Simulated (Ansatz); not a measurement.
`[SH][GeH]1[CH2][NH]1` → `[NH2][GeH2][CH]=S`  (isomerisation)

Program: Ansatz. Geometries: PBE0-D4/def2-TZVP. ΔE: electronic, gas phase. CCSD(T)/CBS adds triple-zeta CCSD(T) − MP2 to the extrapolated MP2 energy (def2 sets, frozen cores). DFT in def2-TZVPP. B3LYP here is the variant with VWN-RPA as its local correlation; programs differ in this. For Ge outer-core shells are correlated without core-valence functions, which leaves a few kJ/mol of doubt a bond. Scalar relativity is left out up to krypton. One conformer a species, not always the lowest.

```json
{"level": "PBE", "ΔE (kJ/mol)": "5.3"}
{"level": "r2SCAN", "ΔE (kJ/mol)": "3.0"}
{"level": "B3LYP", "ΔE (kJ/mol)": "-15.6"}
{"level": "HF/def2-TZVPP", "ΔE (kJ/mol)": "-35.2"}
{"level": "CCSD(T)/def2-TZVPP", "ΔE (kJ/mol)": "-15.1"}
{"level": "MP2/def2-QZVPP", "ΔE (kJ/mol)": "-5.0"}
{"level": "MP2/CBS(def2)", "ΔE (kJ/mol)": "-2.9"}
{"level": "CCSD/CBS(def2)", "ΔE (kJ/mol)": "-11.3"}
```

Problem. What does CCSD(T)/CBS give? (Estimate.)

Solution. Ansatz gave: -10.3 kJ/mol. The listed levels differ from it by 15.6, 13.3, -5.3, -24.9, -4.8, 5.3, 7.4, -1.0 kJ/mol.

Largest T1 diagnostic among the species: 0.014.

In def2-TZVPP, CCSD(T) changes the Hartree–Fock value by +20.1 kJ/mol (the triples alone add +1.0 kJ/mol) and MP2 by +27.6 kJ/mol.
